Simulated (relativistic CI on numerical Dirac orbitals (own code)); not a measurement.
Ir5+: O2,3 absorption edge

Computed with this model: Dirac-Coulomb-Breit CI, orbitals from a KLI potential per configuration, QED by a radiative potential, valence Slater integrals scaled by 0.8, multiplet model of core-to-valence dipole absorption; configurations [Xe] 4f14 5d4 → [Kr] 4d10 4f14 5s2 5p5 5d5; 80 K; Lorentzian 0.6 eV and Gaussian 0.3 eV FWHM. Energies are those of the free ion, without screening or charge transfer. The branching ratio is the share of the lower-energy edge in the whole absorption, uncertain by about 0.02 where the edges overlap. S is read from ⟨S²⟩ = S(S + 1).

Field parameters in Wybourne normalisation: D3d B²₀ = −7Dσ, B⁴₀ = −14Dq − 21Dτ, B⁴₃ = −14√(10/7) Dq; Oh B⁴₀ = 21Dq, B⁴₄ = √(5/14) B⁴₀. The field is a parameter set, without covalency.

free ion: ground-state S = 1.65, centroid 56.22 eV. Peaks (eV, height): 52.8 (29), 53.8 (100), 55.7 (26), 57.3 (9), 58.9 (25), 60.2 (36).

D3d, 10Dq = 40900, Dσ = -650, Dτ = -100 cm⁻¹: ground-state S = 1.02, centroid 59.48 eV. Peaks (eV, height): 48.1 (41), 49.5 (13), 51.7 (15), 53.3 (40), 54.2 (76), 56.7 (100), 59.2 (38), 61.1 (19), 62.2 (15), 63.7 (7), 64.8 (7), 67.0 (7), 71.2 (80), 75.0 (16).

Oh, 10Dq = 23750 cm⁻¹: ground-state S = 1.19, centroid 57.98 eV. Peaks (eV, height): 48.8 (13), 51.0 (14), 51.7 (17), 53.5 (59), 54.7 (100), 57.1 (51), 58.0 (36), 59.1 (26), 61.9 (19), 63.5 (7), 69.6 (18), 70.2 (20), 72.1 (22).

Strongest unbroadened transitions for D3d, 10Dq = 40900, Dσ = -650, Dτ = -100 cm⁻¹:

```tsv
Energy (eV)	Relative strength
48.11	91.7
48.19	41.3
54.05	39.0
54.13	31.6
54.20	49.5
54.44	40.3
54.47	27.6
55.51	36.1
56.01	33.8
56.35	35.2
56.39	31.1
56.43	29.1
56.74	100.0
56.78	74.9
57.18	44.6
71.18	58.3
71.22	72.1
71.32	62.2
```
